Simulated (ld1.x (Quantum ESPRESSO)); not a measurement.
**rubidium (Rb), TM: configuration errors across variants**

```
Element                 : Rb (Z = 37)
Generator               : ld1.x (Quantum ESPRESSO) 7.5
Type                    : norm-conserving Troullier–Martins (Kleinman–Bylander form)
Functional              : LDA (PZ)
Relativity              : scalar-relativistic
Frozen core             : [Ar] 3d10
Valence charge          : 9
Reference configuration : 4s2 4p6 4d0 5s0 5p0 (charge +1)
Partial waves           : 4s (bound): rc 1.70 bohr; 4p (bound): rc 2.20 bohr; 4d (bound, empty): rc 3.00 bohr
Local potential         : the d channel
Core correction         : Bessel-smoothed model core inside 0.85 bohr
```

All-electron excitation energies from the reference (eV): (1) 4s2 4p6 4d0 5s1 5p0 -4.277; (2) 4s2 4p6 4d0 5s0.5 5p0 -2.618; (3) 4s2 4p6 4d0 5s0 5p1 -2.657; (4) 4s2 4p6 4d1 5s0 5p0 -1.961; (5) 4s2 4p5 4d0 5s1 5p0 16.961; (6) 4s2 4p6 4d0.5 5s0.5 5p0 -3.120; (7) 4s1 4p6 4d0 5s1 5p0 33.559; (8) 4s2 4p6 4d0 5s1 5p0 spin -4.402; (9) 4s2 4p6 4d0 5s0.5 5p0 spin -2.661.

Spin tests fill each open shell by Hund’s rule, majority spin first.

Errors AE − PS in meV (a dash: test not solved or not reliable):

```csv
change,(1),(2),(3),(4),(5),(6),(7),(8),(9),bound ghosts
base,-17,-10,-3.0,-0.3,-29,-8.4,-20,-17,-10,none
core correction none,-17,-10,-3.1,-0.3,-25,-8.4,-6.0,-17,-10,none
core correction Bessel-smoothed model core inside 0.80 bohr,-17,-10,-3.0,-0.3,-29,-8.4,-20,-17,-10,none
core correction Bessel-smoothed model core inside 1.06 bohr,-17,-10,-3.0,-0.3,-29,-8.4,-20,-17,-10,none
core correction Bessel-smoothed model core inside 1.48 bohr,-17,-10,-3.0,-0.3,-28,-8.4,-16,-17,-10,none
core correction Bessel-smoothed model core inside 1.76 bohr,-17,-10,-3.0,-0.3,-27,-8.4,-12,-17,-10,none
core correction Bessel-smoothed model core inside 1.94 bohr,-17,-10,-3.0,-0.3,-26,-8.4,-9.8,-17,-10,none
```

Problem. Give the same row for: core correction Bessel-smoothed model core inside 1.22 bohr.

Solution. -17, -10, -3.0, -0.3, -29, -8.4, -19, -17, -10; bound ghosts: none.
